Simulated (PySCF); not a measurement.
## 31P chemical shifts

How the numbers were obtained: structure optimised with GFN2-xTB, PBE0/pcSseg-1 with gauge-including orbitals, in PySCF 2.14 (rapidly exchanging positions averaged, non-relativistic Hamiltonian, a single conformation, no solvent model).

Shieldings were converted by a linear fit to measured shifts: 31P: δ = 270.09 − 0.828σ (rms 18.1 ppm, 64 shifts vs H3PO4, solution or neat liquid). A few per cent of atoms miss by over 2 rms, more outside the fitted compound classes.

Question: Give the 31P shifts of `COC(=O)/P=P\CCP`.

Answer: 
| compound | environment | δ (ppm) |
| --- | --- | --- |
| [CH3:1][O:2][C:3](=[O:4])/[P:5]=[P:6]\[CH2:7][CH2:8][PH2:9] | P6: phosphorus bonded to C, P | 483.7 |
| [CH3:1][O:2][C:3](=[O:4])/[P:5]=[P:6]\[CH2:7][CH2:8][PH2:9] | P5: phosphorus bonded to C, P | 446.3 |
| [CH3:1][O:2][C:3](=[O:4])/[P:5]=[P:6]\[CH2:7][CH2:8][PH2:9] | P9: phosphorus bonded to C, 2 H | -110.5 |

Question: Match the shifts 32.0, -230.3, -251.3 ppm to `CN(C)P1CCSCC1`, `C=C([SiH2][SiH2]P)SC`, `F[C@H]1[SiH2]C[Si@@H](P)C[SiH2]1`.

Answer: 32.0: CN(C)P1CCSCC1 (phosphorus bonded to 2 C, N, in a 6-membered ring); -230.3: F[C@H]1[SiH2]C[Si@@H](P)C[SiH2]1 (phosphorus bonded to Si, 2 H); -251.3: C=C([SiH2][SiH2]P)SC (phosphorus bonded to Si, 2 H).
